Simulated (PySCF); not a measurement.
In(F)(Br)(vinyl) (C₂H₃BrFIn), SMILES C=[CH][In]([F])[Br].

Geometry: PBE-D3(BJ)/def2-SVP. The structure was generated by enumeration; whether it is a known compound was not checked. The def2 effective core potentials stand for the cores of In; spin–orbit coupling is left out. One conformer was computed; it need not be the lowest.

Method: PBE-D3(BJ)/def2-SVP in PySCF.

Frequencies are harmonic and unscaled.

```
mode  ν (cm⁻¹)  IR (km/mol)  moving atoms (share of kinetic energy)
----  --------  -----------  --------------------------------------
1           49          0.9        C 47 %, Br 22 %, In 15 %, H 14 %
2           66          2.8         F 33 %, C 33 %, H 20 %, In 13 %
3          114         15.4                F 76 %, In 11 %, Br 11 %
4          121          5.1         C 30 %, H 30 %, In 23 %, F 12 %
5          241         28.0                        Br 57 %, In 35 %
6          261          3.1                 C 64 %, H 19 %, In 11 %
7          448         30.5                          H 70 %, C 29 %
8          494         26.3                  C 67 %, H 21 %, In 8 %
9          588         60.9                         F 82 %, In 15 %
10         948          9.5                          H 88 %, C 12 %
11         948         16.7                          H 72 %, C 28 %
12         986         22.5                                  H 94 %
13        1183         47.5                          H 73 %, C 27 %
14        1361         12.4                          H 85 %, C 15 %
15        1600          2.8                          C 86 %, H 14 %
16        3042          7.2                                  H 95 %
17        3103          1.8                           H 91 %, C 9 %
18        3137          0.5                          H 89 %, C 11 %
```
